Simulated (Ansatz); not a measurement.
Consider the formal exchange of groups at a Te–C bond: `C/C=N\C[TeH]` + `C[SiH2]F` → `F[SiH2]C[TeH]` + `C/C=N/C`.

Isolated molecules relaxed with PBE0-D4/def2-TZVP in Ansatz; ΔE leaves out vibrations. CCSD(T)/CBS adds triple-zeta CCSD(T) − MP2 to the extrapolated MP2 energy (def2 sets, frozen cores). Double bonds are as drawn, so ΔE can hold a change between cis and trans. DFT in def2-TZVPP. B3LYP here is the variant with VWN-RPA as its local correlation; programs differ in this. Elements past krypton have def2 core potentials. For Te outer-core shells are correlated without core-valence functions, which leaves a few kJ/mol of doubt a bond. One conformer a species, not always the lowest.

```
          level  ΔE (eV)
      r2SCAN-D4    -0.05
       B3LYP-D4    -0.06
         B2PLYP    -0.09
CCSD/def2-TZVPP    -0.10
```

**Question.** What does CCSD(T)/CBS give? (Best estimate.)

**Answer.** Computed: -0.08 eV. The listed levels differ from it by 0.03, 0.02, -0.01, -0.02 eV.

Largest T1 diagnostic among the species: 0.012.

In def2-TZVPP, CCSD(T) changes the Hartree–Fock value by +0.11 eV (the triples alone add +0.02 eV) and MP2 by +0.14 eV. The D4 term adds +0.04 eV with B3LYP and +0.02 eV with PBE0; it sums over pairs of atoms, weighted by their polarisabilities, and B3LYP, whose exchange is more repulsive, gets the larger term.
